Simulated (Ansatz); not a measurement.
`CC(C)(C)[CH2][AlH][Cl]`, charge 0, multiplicity 1.

**Question.** Give a relaxed structure at PBE0-D4/def2-TZVP (Ansatz 0.2.0). (Estimate.)

**Answer.** Computed: 
```xyz
19

C     0.234   -0.122    1.608
C    -0.388   -0.019    0.218
C    -0.220   -1.352   -0.511
C    -1.876    0.293    0.355
C     0.314    1.087   -0.592
Al    2.110    0.556   -1.143
Cl    2.565    0.573   -3.202
H    -0.243   -0.913    2.193
H     0.118    0.817    2.156
H     1.304   -0.347    1.556
H    -0.739   -2.165    0.005
H     0.839   -1.651   -0.564
H    -0.606   -1.298   -1.532
H    -2.391   -0.474    0.941
H    -2.025    1.254    0.855
H    -2.356    0.348   -0.625
H    -0.257    1.298   -1.504
H     0.327    2.021   -0.017
H     3.289    0.094   -0.197
```
This is one stationary point; other conformers may exist.
